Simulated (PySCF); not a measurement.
## Correlation energy of Ti⁺ (titanium, charge +1)

[Ar] 3d2 4s1, high-spin 4F determinant. All numbers are calculated (PySCF 2.14, the non-relativistic Hamiltonian (point nucleus), in cc-pVDZ (6s5p3d1f, 43 functions)). Frozen: [Ar]; 3 electrons correlated.

MP2 pair energies summed by pair of shells (mhartree):

| pair | energy | share (%) |
| --- | --- | --- |
| 3d-4s | -4.78 | 60.4 |
| 3d-3d | -3.14 | 39.6 |

Total MP2 correlation energy: -7.91 mhartree.

Same-spin part -7.91 and opposite-spin part 0.00 mhartree; SCS-MP2 scales them by 1/3 and 6/5 to -2.64 mhartree.
